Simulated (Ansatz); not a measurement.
Computed with Ansatz on PBE0-D4/def2-TZVP structures; ΔE is electronic, products minus reactants. CBS: MP2 limit from def2 TZ/QZ plus the TZ coupled-cluster correction, frozen cores. DFT in def2-TZVPP. B3LYP here is the variant with VWN-RPA as its local correlation; programs differ in this. For Se outer-core shells are correlated without core-valence functions, which leaves a few kJ/mol of doubt a bond. Scalar relativity is left out up to krypton. Each species was taken in one conformer, which may not be the lowest.

Consider the formal exchange of groups at a B–Se bond: `C[Se]BCF` + `N=CCO` → `OBCF` + `C[Se]CC=N`.

```tsv
level	ΔE (eV)
B3LYP-D4	-0.94
r2SCAN	-0.85
SCS-MP2/def2-TZVPP	-1.01
CCSD/def2-TZVPP	-0.96
```

What does CCSD(T)/CBS give? (An estimate is asked.)

The calculation gave: -0.95 eV. The listed levels differ from it by 0.01, 0.10, -0.06, -0.01 eV.

Largest T1 diagnostic among the species: 0.012.

The D4 term adds −0.05 eV with B3LYP and −0.03 eV with PBE0; it sums over pairs of atoms, weighted by their polarisabilities, and B3LYP, whose exchange is more repulsive, gets the larger term.
